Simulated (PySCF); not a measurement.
**Working out the ionisation energy of Ti+**

Ti+ [Ar] 3d2 4s1 (4F) → Ti(2+) [Ar] 3d2 (3F). All numbers are calculated (PySCF 2.14, the spin-free X2C one-electron Hamiltonian (Gaussian nucleus), in x2c-QZVPPall (11s7p5d3f2g, 96 functions)). Frozen: [Ar]. Energies in hartree (1 hartree = 27.21139 eV):

```tsv
part	Ti+ (lower)	Ti(2+) (upper)
UHF	-852.557276	-852.081816
CCSD correlation	-0.014976	-0.006188
(T)	-0.000099	0.000000
```

Q: What does Hartree-Fock give?

A: (-852.081816) − (-852.557276) = 0.475460 hartree = 12.938 eV.

Q: What do CCSD and CCSD(T) give?

A: The CCSD correlation energies differ by 0.008788 hartree = 0.239 eV and the triples by 0.000099 hartree = 0.003 eV, so CCSD gives 13.177 eV and CCSD(T) 13.180 eV.

Reference: 13.575 eV (measured; NIST Atomic Spectra Database, ionization energies), between the lowest levels; spin-orbit coupling is absent from the calculation.

What remains against the reference includes basis incompleteness, the frozen core and higher excitations.
